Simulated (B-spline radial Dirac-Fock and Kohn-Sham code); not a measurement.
## Compton profile of Ga⁺

System: gallium as Ga⁺, [Ar] 3d10 4s1 4p1 (not the ground configuration).

Input file task.json (cfg lists n, l and occupation; rrms is the nuclear radius in fm):

```json
{"items": [{
  "Z": 31,
  "q": 1,
  "cfg": [[1, 0, 2], [2, 0, 2], [2, 1, 6], [3, 0, 2], [3, 1, 6], [3, 2, 10], [4, 0, 1], [4, 1, 1]],
  "A": 69,
  "rrms": 3.9973,
  "do": ["scatter"],
  "s": [0.0, 0.05, 0.1, 0.15, 0.2, 0.25, 0.3, 0.35, 0.4, 0.45, 0.5, 0.6, 0.7, 0.8, 0.9, 1.0, 1.1, 1.2, 1.4, 1.6, 1.8, 2.0, 2.5, 3.0, 3.5, 4.0, 5.0, 6.0],
  "pz": [0, 0.1, 0.2, 0.3, 0.4, 0.5, 0.6, 0.8, 1.0, 1.2, 1.4, 1.6, 1.8, 2.0, 2.5, 3.0, 4.0, 5.0, 7.0, 10.0, 15.0, 20.0, 30.0, 40.0, 60.0, 100.0],
  "hv_scatter": [2000, 5000, 17479.3, 20000, 30000, 50000, 100000, 200000]
}]}
```

Command: `python xray_run.py task.json out`

Level of theory: the impulse approximation on Dirac-Fock orbitals of the configuration average with a finite nucleus; a B-spline atomic structure program. pz is in atomic units of momentum; subshell profiles are per electron, for a selection of subshells; open shells are spread over both j values by their weights.

| pz | J total | J 3s1/2 | J 3p3/2 | J 4p3/2 |
| --- | --- | --- | --- | --- |
| 0 | 5.407 | 0.281 | 0.175 | 0.751 |
| 0.1 | 5.362 | 0.280 | 0.175 | 0.750 |
| 0.2 | 5.229 | 0.277 | 0.175 | 0.737 |
| 0.3 | 5.017 | 0.272 | 0.175 | 0.695 |
| 0.4 | 4.750 | 0.265 | 0.175 | 0.614 |
| 0.5 | 4.465 | 0.257 | 0.175 | 0.506 |
| 0.6 | 4.197 | 0.247 | 0.174 | 0.389 |
| 0.8 | 3.782 | 0.224 | 0.172 | 0.193 |
| 1 | 3.520 | 0.198 | 0.168 | 0.0810 |
| 1.2 | 3.335 | 0.170 | 0.163 | 0.0311 |
| 1.4 | 3.164 | 0.143 | 0.155 | 0.0127 |
| 1.6 | 2.984 | 0.118 | 0.145 | 0.00711 |
| 1.8 | 2.790 | 0.0948 | 0.133 | 0.00592 |
| 2 | 2.586 | 0.0751 | 0.121 | 0.00583 |
| 2.5 | 2.084 | 0.0401 | 0.0890 | 0.00527 |
| 3 | 1.648 | 0.0224 | 0.0604 | 0.00385 |
| 4 | 1.046 | 0.0137 | 0.0235 | 0.00149 |
| 5 | 0.7132 | 0.0134 | 0.00855 | 0.000496 |
| 7 | 0.4008 | 0.00823 | 0.00350 | 0.000137 |
| 10 | 0.2037 | 0.00172 | 0.00302 | 0.000120 |
| 15 | 0.07895 | 0.000337 | 0.00108 | 4.41e-05 |
| 20 | 0.03668 | 0.000303 | 0.000314 | 1.28e-05 |
| 30 | 0.01073 | 0.000117 | 3.31e-05 | 1.34e-06 |
| 40 | 0.003800 | 3.86e-05 | 5.21e-06 | < 1e-6 |
| 60 | 0.0006765 | 5.83e-06 | < 1e-6 | < 1e-6 |
| 100 | 5.686e-05 | < 1e-6 | < 1e-6 | < 1e-6 |

J(0) = 5.407. The 4s1/2 subshell gives the largest part, 19 %.

Mean momentum ⟨p⟩ by subshell (a.u.): 1s1/2 26.7, 2s1/2 9.04, 2p1/2 12.2, 2p3/2 12.0, 3s1/2 3.72, 3p1/2 4.36, 3p3/2 4.29, 3d3/2 4.50, 3d5/2 4.47, 4s1/2 0.952, 4p1/2 0.935, 4p3/2 0.925.

Values without a named source are computed, but for edge energies of neutral atoms, which are taken from tables.
